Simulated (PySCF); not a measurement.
**Static response to an electric field**

C4H7NSi.
Geometry (PBE0-D3(BJ)/def2-SVP, Å), atoms numbered from 1 in this order:
```
atom  x, y, z in Å
Si1    2.082    0.083    0.042
N2     0.313    0.025    0.066
C3    -0.457   -1.108    0.232
C4    -1.780   -0.776    0.066
C5    -1.829    0.619   -0.217
C6    -0.534    1.079   -0.211
H7     2.492    1.425    0.540
H8     2.618   -0.122   -1.335
H9     2.568   -1.003    0.937
H10    0.003   -2.067    0.464
H11   -2.624   -1.458    0.149
H12   -2.718    1.221   -0.393
H13   -0.144    2.082   -0.375
```

Level: PBE0/def2-SVPD (PySCF), static field, nuclei fixed, core orbitals frozen in the response. The polarisability tensor in these axes (au):

```
x   98.99  0.95  1.29
y    0.95 80.14 -4.52
z    1.29 -4.52 58.46
```

Task: Diagonalise the tensor; give its mean and Δα, where Δα² is half the sum of the squared differences of the eigenvalues.

Result: Principal values 57.51, 81.02 and 99.07 au; mean 79.20 au = 11.74 Å³ = 13.06 × 10⁻⁴⁰ C²·m²/J; Δα = 36.10 au (46 % of the mean).

Task: What is the dipole moment, and where does it point?

Result: (1.33, 0.06, 0.04) D, 1.33 D in size, pointing from the negative to the positive side. Measured along this direction, the outermost atoms are H12 and H11 at the negative end and H7, H8 and H9 at the positive end.

Task: Form Σ f/ω² (atomic units) for the 10 lowest TDDFT singlets, given as eV and f, and set it beside the mean polarisability, which is this sum over all singlets: 5.34, 0.0003; 5.98, 0.0269; 6.05, 0.0009; 6.15, 0.0277; 6.19, 0.0081; 6.62, 0.1174; 6.67, 0.0820; 6.76, 0.0138; 6.93, 0.0224; 6.97, 0.0461.

Result: They add up to 5.90 au, 7.5 % of the 79.20 au; the largest single term is 1.98 au, from the state at 6.62 eV. Terms in order: 0.01, 0.56, 0.02, 0.54, 0.16, 1.98, 1.37, 0.22, 0.35, 0.70 au. Higher excitations give the rest. The strengths listed sum to 0.346.

Task: Along which axes do the principal values lie, and how far do the nuclei extend along each?

Result: Largest value along (1.00, 0.04, 0.03), where the nuclei span 5.25 Å; middle along (-0.04, 0.98, -0.20), 4.24 Å; least along (-0.03, 0.20, 0.98), 2.15 Å. The response follows the extents in order.

Task: Orientational against electronic polarisability at 273 K (dilute gas, rigid molecules)?

Result: In Gaussian units μ²/3kT = 15.69 Å³ against 11.74 Å³, a ratio of 1.34; the Debye molar polarisation (4π/3)N_A(α + μ²/3kT) is 69.2 cm³/mol, leaving out the vibrational part.

Task: Find the Langevin capture rate constant for NO+ (29.998 u) meeting this molecule (97.035 u), k = 2.342 × 10⁻⁹ cm³/s × √(α in Å³ / reduced mass in u).

Result: The reduced mass is 22.91 u, so k = 1.68 × 10⁻⁹ cm³/s. The formula leaves out the permanent dipole, which adds to the capture rate.

Task: Refractivity n − 1 of an ideal gas of it at 350 K and 1 atm, from the electronic α?

Result: N = p/kT = 2.0968 × 10¹⁹ cm⁻³, so n − 1 = 2π × N × 11.74 × 10⁻²⁴ cm³ = 1546 × 10⁻⁶ at long wavelengths, for an ideal gas.

Geometry: PBE0-D3(BJ)/def2-SVP; no solvent, vibrations or thermal averaging.

These values come from a run that also computed excited states and ΔSCF ions. Time: 67 s of wall time. Hardware: one thread of an Arm Neoverse V1, shared host.
